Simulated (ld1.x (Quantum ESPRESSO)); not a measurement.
Reading a pseudo-wave (indium (In))

Columns: radius, all-electron u(r) and pseudo u(r) of the 5s shell (level -15.31 eV) of indium in the configuration [Kr] 4d10 5s2 5p0; LDA (PZ), scalar-relativistic, TM scheme, ld1.x (Quantum ESPRESSO) 7.5.

```tsv
r (bohr)	all-electron	pseudo
0.140	-0.0276	0.0218
0.280	0.2163	0.0451
0.420	-0.0432	0.0714
0.560	-0.2905	0.1026
0.700	-0.3403	0.1406
0.840	-0.2356	0.1876
0.980	-0.0580	0.2456
1.120	0.1337	0.3157
1.260	0.3080	0.3969
1.400	0.4516	0.4844
1.540	0.5616	0.5692
1.680	0.6396	0.6404
1.820	0.6899	0.6899
1.960	0.7171	0.7171
2.100	0.7255	0.7255
2.240	0.7192	0.7192
2.380	0.7017	0.7017
2.520	0.6760	0.6760
2.660	0.6443	0.6443
2.800	0.6088	0.6088
2.940	0.5709	0.5709
3.080	0.5320	0.5320
3.220	0.4929	0.4929
3.360	0.4544	0.4544
3.500	0.4171	0.4171
3.640	0.3813	0.3813
```

(1) How many radial nodes do the two functions have?

(2) At about which radius was the pseudo-wave matched?

(3) Is the pseudo-wave norm-conserving?

Results:

(1) The all-electron 5s function has n − l − 1 = 4 (the table is too coarse to show those close to the nucleus); the pseudo-wave has 0, since the states of the same l below it are removed with the core.

(2) 1.90 bohr, where the columns begin to agree (steps of 0.14 bohr).

(3) Yes: the TM scheme keeps the norm inside the radius equal to the all-electron one, which fixes the energy derivative of the logarithmic derivative at the level.
